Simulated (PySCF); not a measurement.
H8NSi3, charge +1, multiplicity 1.

```xyz
12

Si     0.0000     0.0000    -1.7816
N      0.0000     0.0000    -0.1136
Si     1.5714     0.0000     0.8669
Si    -1.5714     0.0000     0.8669
H      1.3029     0.0000    -2.5024
H     -1.3029     0.0000    -2.5024
H      1.5302     1.2448     1.6923
H      2.6677     0.0000    -0.1507
H      1.5302    -1.2448     1.6923
H     -1.5302    -1.2448     1.6923
H     -2.6677     0.0000    -0.1507
H     -1.5302     1.2448     1.6923
```
Charge +1, spin multiplicity 1.

Geometry: PBE-D3(BJ)/def2-SVP. The spin state was assumed, not searched. The isomer is the one that the SMILES or the coordinates give; other isomers of the formula were not compared.

All values below come from PBE/pcSseg-1 in PySCF. Non-relativistic, no solvent.

Computed absolute GIAO shielding of each atom: isotropic value and principal components (ppm):
| atom | σ(iso) | σ11 | σ22 | σ33 | span |
|---|---|---|---|---|---|
| Si1 | 181.9 | 81.2 | 192.0 | 272.6 | 191.3 |
| N2 | 68.5 | -119.0 | 60.9 | 263.6 | 382.6 |
| Si3 | 351.4 | 305.7 | 324.2 | 424.4 | 118.8 |
| Si4 | 351.4 | 305.7 | 324.2 | 424.4 | 118.8 |
| H5 | 24.2 | 21.2 | 22.4 | 29.0 | 7.7 |
| H6 | 24.2 | 21.2 | 22.4 | 29.0 | 7.7 |
| H7 | 25.5 | 22.3 | 24.2 | 30.1 | 7.7 |
| H8 | 25.6 | 22.2 | 25.0 | 29.7 | 7.5 |
| H9 | 25.5 | 22.3 | 24.2 | 30.1 | 7.7 |
| H10 | 25.5 | 22.3 | 24.2 | 30.1 | 7.7 |
| H11 | 25.6 | 22.2 | 25.0 | 29.7 | 7.5 |
| H12 | 25.5 | 22.3 | 24.2 | 30.1 | 7.7 |
